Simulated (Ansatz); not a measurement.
`[NH2][Ga]([NH2])[F]` and `[NH2][Ga]([F])[F]` differ in one atom or group.

Ansatz, PBE0-D4/def2-TZVP geometries, multiplicity 1. Each molecule was computed in one conformer, which needn't be the lowest.

Scalar relativity is left out up to krypton.

| property | `[NH2][Ga]([NH2])[F]` |
| --- | --- |
| HOMO–LUMO gap (PBE0/def2-TZVPP) / eV | 7.08 |
| HOMO energy (PBE/def2-TZVPP) / eV | -5.93 |
| HOMO energy (ωB97M-V/def2-TZVPP) / eV | -9.77 |
| size of the dipole moment (ωB97M-V/def2-TZVPP) / D | 2.77 |
| LUMO energy (PBE/def2-TZVPP) / eV | -1.21 |
| HOMO–LUMO gap (B3LYP/def2-TZVPP) / eV | 6.46 |

Q: Give the same properties after the change, and the shifts. (An estimate is asked.)

A: Ansatz gave: 
```json
{"property": "HOMO–LUMO gap (PBE0/def2-TZVPP) / eV", "`[NH2][Ga]([F])[F]`": "7.18", "shift": "0.10"}
{"property": "HOMO energy (PBE/def2-TZVPP) / eV", "`[NH2][Ga]([F])[F]`": "-6.86", "shift": "-0.93"}
{"property": "HOMO energy (ωB97M-V/def2-TZVPP) / eV", "`[NH2][Ga]([F])[F]`": "-10.74", "shift": "-0.97"}
{"property": "size of the dipole moment (ωB97M-V/def2-TZVPP) / D", "`[NH2][Ga]([F])[F]`": "3.24", "shift": "0.47"}
{"property": "LUMO energy (PBE/def2-TZVPP) / eV", "`[NH2][Ga]([F])[F]`": "-2.12", "shift": "-0.91"}
{"property": "HOMO–LUMO gap (B3LYP/def2-TZVPP) / eV", "`[NH2][Ga]([F])[F]`": "6.55", "shift": "0.09"}
```

With PBE0 the HOMO falls by 0.95 eV and the LUMO falls by 0.85 eV, so the gap widens by about 0.10 eV. PBE moves the HOMO by -0.93 eV and ωB97M-V by -0.97 eV. The zero-point energy changes by -61.0 kJ/mol with -6 modes. Dipoles are sizes alone; their direction can turn.

B3LYP here is the variant with VWN-RPA as its local correlation; programs differ in this.
